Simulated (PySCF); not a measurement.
PySCF input file for BClH, SMILES [BH]Cl (connectivity only; charge and spin as stated), charge +1, multiplicity 1, HF/pcSseg-2. Coordinates come from a ωB97X-D3(BJ)/def2-TZVPD optimisation. The spin state was assumed, not searched. The isomer is the one that the SMILES or the coordinates give; other isomers of the formula were not compared.

```python
import numpy as np
from pyscf import gto, scf, dft
from pyscf.prop.nmr import rhf as nmr

mol = gto.M(
    atom='''
    B     0.00000000    0.00000000    1.12458712
    Cl    0.00000000    0.00000000   -0.46604075
    H     0.00000000    0.00000000    2.29975720
    ''',
    basis='pcSseg-2',
    charge=1,
    spin=0,
    max_memory=1600,
    verbose=3,
)
mf = scf.RHF(mol)
mf.conv_tol = 1e-10
mf.max_cycle = 100
mf.kernel()
n = nmr.NMR(mf)
n.verbose = 2
n.max_cycle_cphf = 60
sigma = n.kernel()
print('atom   isotropic/ppm   span/ppm')
for i, s in enumerate(sigma):
    w = np.linalg.eigvalsh((s + s.T) / 2)
    print(f'{mol.atom_symbol(i):2s}{i + 1:3d} {w.mean():14.3f} {w[2] - w[0]:11.3f}')
```

Program output:

```
converged SCF energy = -484.488933996737
atom   isotropic/ppm   span/ppm
B   1         54.135     234.083
Cl  2        690.512     684.988
H   3         26.496      10.463
```

Self-consistency was reached.

Cost: about 6 core-seconds (a rough figure).
